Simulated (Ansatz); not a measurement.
Geometry optimisation, RKS PBE-D4/def2-SVP in Ansatz.

Input:

```yaml
crystal:
  periodic: [false, false, false]
  atoms:
    - { symbol: Ta, position_ang: [0.0, 0.0, 0.0] }
    - { symbol: Cl, position_ang: [2.82, 0.0, 0.0] }
    - { symbol: Cl, position_ang: [0.0, 0.0, 2.47] }
    - { symbol: F, position_ang: [0.0, 0.0, -1.93] }
    - { symbol: Cl, position_ang: [-1.235, 2.139, 0.0] }
    - { symbol: O, position_ang: [-1.01, -1.7493, 0.0] }
    - { symbol: H, position_ang: [-1.6563, -1.7655, 0.776] }
    - { symbol: O, position_ang: [0.7315, 1.8133, 1.2487] }
    - { symbol: H, position_ang: [1.0209, 1.4979, 2.1636] }
    - { symbol: H, position_ang: [1.9721, 1.2723, 0.8762] }
basis:
  gaussian: { orbitals: def2-SVP }
hamiltonian:
  xc: pbe
  dispersion: d4
relax:
  f_tol: 0.15
  max_steps: 25
  restrain:
    - { distance: [0, 7], at: 2.02, k: 30.0 }
    - { distance: [9, 1], at: 1.37, k: 30.0 }
    - { distance: [0, 1], at: 3.67, k: 30.0 }
    - { distance: [9, 7], at: 2.21, k: 30.0 }
```

Launched with:

```bash
$ ansatz run input.yaml --threads 4 --pin off --max-ram 5120MiB --backend cpu --events-out ev --progress --plain --runs-dir out
```

Task: Where does it end, and by what steps?

Result: The forces met the threshold. The restraints hold the end off the free minimum; the threshold counts their pulls, which the force column leaves out. Restrained pairs: Ta1–O8 (2.32 → 1.99 Å), Cl2–H10 (1.76 → 1.34 Å), Ta1–Cl2 (2.82 → 3.67 Å), O8–H10 (1.40 → 2.20 Å). After 22 steps the energy has fallen by 4.043 eV (the restraints' own energy left out); H7 moved furthest, 1.88 Å.

```csv
step,energy less start (eV),largest force component (eV/Å),accepted
0,0.0000,6.318,yes
1,0.2736,4.842,yes
2,0.0862,3.910,yes
3,-1.3552,2.764,yes
4,-2.5732,1.448,yes
5,-3.2716,1.048,yes
6,-3.6504,0.983,yes
7,-3.7986,1.120,yes
8,-3.8855,0.921,yes
9,-3.9175,1.102,yes
10,-3.9465,0.913,yes
11,-3.9705,1.006,yes
12,-3.9852,0.996,yes
13,-3.9905,0.959,yes
14,-4.0041,0.963,yes
15,-4.0195,0.868,yes
16,-4.0229,0.852,yes
17,-4.0284,0.838,yes
18,-4.0325,0.822,yes
19,-4.0355,0.832,yes
20,-4.0376,0.828,yes
21,-4.0399,0.842,yes
22,-4.0431,0.829,yes
```

```xyz
10
Properties=species:S:1:pos:R:3
Ta -0.586 0.632 0.403
Cl 2.616 -1.166 0.372
Cl -0.791 0.409 2.763
F 0.022 0.968 -1.363
Cl -2.645 1.616 0.108
O -0.650 -1.224 0.123
H 0.103 -1.851 0.117
O 1.003 1.740 0.857
H 1.090 1.916 1.816
H 2.481 0.169 0.408
```

Run time: 59 s on 4 threads of Arm Neoverse V2, on a shared host, peak memory 0.23 GiB.
